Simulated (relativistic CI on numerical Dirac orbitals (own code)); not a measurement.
## What each ingredient does to the levels of Cr10+

Base calculation: Dirac-Coulomb-Breit CI, separate exchange-only KLI orbitals for each configuration, QED by a radiative potential, unscaled Slater integrals.

Configuration list (outside the closed core [Ne]): 3s2 3p2, 3s 3p3, 3s2 3p 3d, 3p4, 3s 3p2 3d, 3p3 3d, 3s 3p 3d2, 3s2 3p 4s, 3s2 3p 4p, 3s2 3d 4p, 3p3 4s, 3p3 4p, 3s 3p 3d 4s, 3s2 3d2, 3s 3d3, 3p2 3d2, 3p 3d3, 3p 3d2 4s, 3p 3d2 4p, 3s2 3d 4s, 3s 3d2 4s. Double excitations out of closed p, d and f shells are left out; levels of such configurations are missing from the list, as are those of other unlisted configurations, and high levels can miss mixing partners.

Variants: (1) non-relativistic limit. Shifts of the energy above 3s2 3p2 3P_0, in cm⁻¹, for the lowest level and the first level of each name with at least 55 % of one term (blank where a level changes its place among those of its configuration and J or its character, or is not in the variant):

```
          Level    Base    Δ(1)
   3s2 3p2 3P_0       0       0
   3s2 3p2 3P_1    5404   -5404
   3s2 3p2 3P_2   11945  -11945
   3s2 3p2 1D_2   39586  -10376
   3s2 3p2 1S_0   78705  -11179
   3s 3p3 5S°_2  174120  -19568
   3s 3p3 3D°_1  242324  -18391
   3s 3p3 3D°_2  242442  -18509
   3s 3p3 3D°_3  243874  -19941
   3s 3p3 3P°_0  279502  -20072
   3s 3p3 3P°_1  279810  -20380
   3s 3p3 3P°_2  280070  -20640
   3s 3p3 3S°_1  364092  -19461
3s2 3p 3d 3F°_2  373575   -8575
```

At this charge energies of transitions that change n are usually good to better than 1 %, and those within a shell (Δn = 0) to a few per cent.

Ionisation energy from the two ground configurations alone: base 268.749 eV. The NIST ASD value (semi-empirical) is 270.8 eV.

LS names give the leading component of a level, which can be under half, so a name can repeat, a term be missing and a line seem to break the LS rules.
